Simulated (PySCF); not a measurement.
An element was calculated at PBE0 (PySCF 2.14, spin-free X2C, a triple-zeta basis, no spin-orbit coupling), in the ground configurations that NIST lists.

- electron affinity: 1.463 eV
- first ionisation energy: 7.409 eV
- second ionisation energy: 16.143 eV
- third ionisation energy: 25.914 eV
- polarisability of the atom: 72.8 bohr³

Question: Which element is it?

Answer: Tungsten (W, Z = 74), in x2c-TZVPPall with one added diffuse shell each of s, p, d, f type. NIST lists 7.864, 16.37 ± 0.15, 26 ± 0.4 eV for these ionisation energies.
